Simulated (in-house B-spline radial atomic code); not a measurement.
Inner levels of antimony as electrons are removed. A shift is the extra binding of the orbital against the neutral atom ([Kr] 4d10 5s2 5p3). Computed with an all-electron radial atomic-structure program (B-spline basis): non-relativistic Hartree-Fock, average of the configuration, point nuclei.

This level leaves out relativity, spin-orbit splitting included, which matters for heavy ions.

```json
{"ion": "Sb", "configuration": "[Kr] 4d10 5s2 5p3", "shift of 2p (eV)": "0", "shift of 3p (eV)": "0", "shift of 3s (eV)": "0", "radius of 2p (bohr)": "0.10975", "radius of 3p (bohr)": "0.33332", "radius of 3s (bohr)": "0.342", "Σ<r²> (bohr²)": "64.232", "change of density at nucleus (bohr⁻³)": "-"}
{"ion": "Sb+", "configuration": "[Kr] 4d10 5s2 5p2", "shift of 2p (eV)": "8.474", "shift of 3p (eV)": "8.4485", "shift of 3s (eV)": "8.463", "radius of 2p (bohr)": "0.10975", "radius of 3p (bohr)": "0.33333", "radius of 3s (bohr)": "0.342", "Σ<r²> (bohr²)": "49.792", "change of density at nucleus (bohr⁻³)": "3.2054"}
{"ion": "Sb2+", "configuration": "[Kr] 4d10 5s2 5p1", "shift of 2p (eV)": "18.331", "shift of 3p (eV)": "18.254", "shift of 3s (eV)": "18.286", "radius of 2p (bohr)": "0.10975", "radius of 3p (bohr)": "0.33333", "radius of 3s (bohr)": "0.34199", "Σ<r²> (bohr²)": "39.311", "change of density at nucleus (bohr⁻³)": "7.0219"}
{"ion": "Sb3+", "configuration": "[Kr] 4d10 5s2", "shift of 2p (eV)": "?", "shift of 3p (eV)": "?", "shift of 3s (eV)": "?", "radius of 2p (bohr)": "?", "radius of 3p (bohr)": "?", "radius of 3s (bohr)": "?", "Σ<r²> (bohr²)": "?", "change of density at nucleus (bohr⁻³)": "?"}
{"ion": "Sb4+", "configuration": "[Kr] 4d10 5s1", "shift of 2p (eV)": "42.434", "shift of 3p (eV)": "42.189", "shift of 3s (eV)": "42.173", "radius of 2p (bohr)": "0.10975", "radius of 3p (bohr)": "0.33332", "radius of 3s (bohr)": "0.342", "Σ<r²> (bohr²)": "25.331", "change of density at nucleus (bohr⁻³)": "-8.2341"}
{"ion": "Sb5+", "configuration": "[Kr] 4d10", "shift of 2p (eV)": "56.406", "shift of 3p (eV)": "56.047", "shift of 3s (eV)": "55.942", "radius of 2p (bohr)": "0.10975", "radius of 3p (bohr)": "0.3333", "radius of 3s (bohr)": "0.34202", "Σ<r²> (bohr²)": "20.376", "change of density at nucleus (bohr⁻³)": "-32.444"}
{"ion": "Sb6+", "configuration": "[Kr] 4d9", "shift of 2p (eV)": "80.844", "shift of 3p (eV)": "79.947", "shift of 3s (eV)": "79.828", "radius of 2p (bohr)": "0.10974", "radius of 3p (bohr)": "0.33317", "radius of 3s (bohr)": "0.34192", "Σ<r²> (bohr²)": "18.524", "change of density at nucleus (bohr⁻³)": "-25.525"}
{"ion": "Sb7+", "configuration": "[Kr] 4d8", "shift of 2p (eV)": "106.74", "shift of 3p (eV)": "105.15", "shift of 3s (eV)": "105.01", "radius of 2p (bohr)": "0.10974", "radius of 3p (bohr)": "0.33301", "radius of 3s (bohr)": "0.34179", "Σ<r²> (bohr²)": "16.861", "change of density at nucleus (bohr⁻³)": "-17.692"}
{"ion": "Sb8+", "configuration": "[Kr] 4d7", "shift of 2p (eV)": "134.05", "shift of 3p (eV)": "131.58", "shift of 3s (eV)": "131.42", "radius of 2p (bohr)": "0.10973", "radius of 3p (bohr)": "0.33281", "radius of 3s (bohr)": "0.34163", "Σ<r²> (bohr²)": "15.351", "change of density at nucleus (bohr⁻³)": "-8.9747"}
{"ion": "Sb9+", "configuration": "[Kr] 4d6", "shift of 2p (eV)": "162.73", "shift of 3p (eV)": "159.21", "shift of 3s (eV)": "159.02", "radius of 2p (bohr)": "0.10973", "radius of 3p (bohr)": "0.33259", "radius of 3s (bohr)": "0.34144", "Σ<r²> (bohr²)": "13.969", "change of density at nucleus (bohr⁻³)": "0.6094"}
{"ion": "Sb10+", "configuration": "[Kr] 4d5", "shift of 2p (eV)": "192.74", "shift of 3p (eV)": "187.98", "shift of 3s (eV)": "187.76", "radius of 2p (bohr)": "0.10972", "radius of 3p (bohr)": "0.33232", "radius of 3s (bohr)": "0.34123", "Σ<r²> (bohr²)": "12.696", "change of density at nucleus (bohr⁻³)": "11.046"}
{"ion": "Sb11+", "configuration": "[Kr] 4d4", "shift of 2p (eV)": "224.06", "shift of 3p (eV)": "217.86", "shift of 3s (eV)": "217.6", "radius of 2p (bohr)": "0.10971", "radius of 3p (bohr)": "0.33202", "radius of 3s (bohr)": "0.34098", "Σ<r²> (bohr²)": "11.518", "change of density at nucleus (bohr⁻³)": "22.319"}
{"ion": "Sb12+", "configuration": "[Kr] 4d3", "shift of 2p (eV)": "256.67", "shift of 3p (eV)": "248.83", "shift of 3s (eV)": "248.52", "radius of 2p (bohr)": "0.1097", "radius of 3p (bohr)": "0.33169", "radius of 3s (bohr)": "0.34071", "Σ<r²> (bohr²)": "10.423", "change of density at nucleus (bohr⁻³)": "34.421"}
{"ion": "Sb13+", "configuration": "[Kr] 4d2", "shift of 2p (eV)": "290.54", "shift of 3p (eV)": "280.86", "shift of 3s (eV)": "280.48", "radius of 2p (bohr)": "0.10969", "radius of 3p (bohr)": "0.33132", "radius of 3s (bohr)": "0.3404", "Σ<r²> (bohr²)": "9.402", "change of density at nucleus (bohr⁻³)": "47.343"}
{"ion": "Sb14+", "configuration": "[Kr] 4d1", "shift of 2p (eV)": "325.67", "shift of 3p (eV)": "313.92", "shift of 3s (eV)": "313.48", "radius of 2p (bohr)": "0.10968", "radius of 3p (bohr)": "0.33091", "radius of 3s (bohr)": "0.34006", "Σ<r²> (bohr²)": "8.4469", "change of density at nucleus (bohr⁻³)": "61.079"}
{"ion": "Sb15+", "configuration": "[Ar] 3d10 4s2 4p6", "shift of 2p (eV)": "362.04", "shift of 3p (eV)": "348", "shift of 3s (eV)": "347.49", "radius of 2p (bohr)": "0.10966", "radius of 3p (bohr)": "0.33047", "radius of 3s (bohr)": "0.33969", "Σ<r²> (bohr²)": "7.5511", "change of density at nucleus (bohr⁻³)": "75.626"}
{"ion": "Sb16+", "configuration": "[Ar] 3d10 4s2 4p5", "shift of 2p (eV)": "?", "shift of 3p (eV)": "?", "shift of 3s (eV)": "?", "radius of 2p (bohr)": "?", "radius of 3p (bohr)": "?", "radius of 3s (bohr)": "?", "Σ<r²> (bohr²)": "?", "change of density at nucleus (bohr⁻³)": "?"}
{"ion": "Sb17+", "configuration": "[Ar] 3d10 4s2 4p4", "shift of 2p (eV)": "?", "shift of 3p (eV)": "?", "shift of 3s (eV)": "?", "radius of 2p (bohr)": "?", "radius of 3p (bohr)": "?", "radius of 3s (bohr)": "?", "Σ<r²> (bohr²)": "?", "change of density at nucleus (bohr⁻³)": "?"}
{"ion": "Sb18+", "configuration": "[Ar] 3d10 4s2 4p3", "shift of 2p (eV)": "480.53", "shift of 3p (eV)": "456.98", "shift of 3s (eV)": "456.72", "radius of 2p (bohr)": "0.10962", "radius of 3p (bohr)": "0.32972", "radius of 3s (bohr)": "0.33849", "Σ<r²> (bohr²)": "5.3023", "change of density at nucleus (bohr⁻³)": "131.74"}
{"ion": "Sb19+", "configuration": "[Ar] 3d10 4s2 4p2", "shift of 2p (eV)": "521.86", "shift of 3p (eV)": "494.75", "shift of 3s (eV)": "494.57", "radius of 2p (bohr)": "0.1096", "radius of 3p (bohr)": "0.32927", "radius of 3s (bohr)": "0.33804", "Σ<r²> (bohr²)": "4.6154", "change of density at nucleus (bohr⁻³)": "151.81"}
{"ion": "Sb20+", "configuration": "[Ar] 3d10 4s2 4p1", "shift of 2p (eV)": "564.1", "shift of 3p (eV)": "533.21", "shift of 3s (eV)": "533.11", "radius of 2p (bohr)": "0.10958", "radius of 3p (bohr)": "0.32879", "radius of 3s (bohr)": "0.33758", "Σ<r²> (bohr²)": "3.9567", "change of density at nucleus (bohr⁻³)": "172.55"}
{"ion": "Sb21+", "configuration": "[Ar] 3d10 4s2", "shift of 2p (eV)": "607.24", "shift of 3p (eV)": "572.36", "shift of 3s (eV)": "572.34", "radius of 2p (bohr)": "0.10956", "radius of 3p (bohr)": "0.32829", "radius of 3s (bohr)": "0.33709", "Σ<r²> (bohr²)": "3.3244", "change of density at nucleus (bohr⁻³)": "193.99"}
```

(1) Fill in the row of Sb3+.

(2) Fill in the row of Sb16+.

(3) Fill in the row of Sb17+.

Results:

(1) shift of 2p (eV): 29.354; shift of 3p (eV): 29.193; shift of 3s (eV): 29.248; radius of 2p (bohr): 0.10975; radius of 3p (bohr): 0.33333; radius of 3s (bohr): 0.34197; Σ<r²> (bohr²): 31.062; change of density at nucleus (bohr⁻³): 11.326.

(2) shift of 2p (eV): 400.61; shift of 3p (eV): 383.6; shift of 3s (eV): 383.17; radius of 2p (bohr): 0.10965; radius of 3p (bohr): 0.33056; radius of 3s (bohr): 0.33931; Σ<r²> (bohr²): 6.7679; change of density at nucleus (bohr⁻³): 93.654.

(3) shift of 2p (eV): 440.1; shift of 3p (eV): 419.93; shift of 3s (eV): 419.59; radius of 2p (bohr): 0.10964; radius of 3p (bohr): 0.33015; radius of 3s (bohr): 0.33891; Σ<r²> (bohr²): 6.0191; change of density at nucleus (bohr⁻³): 112.36.
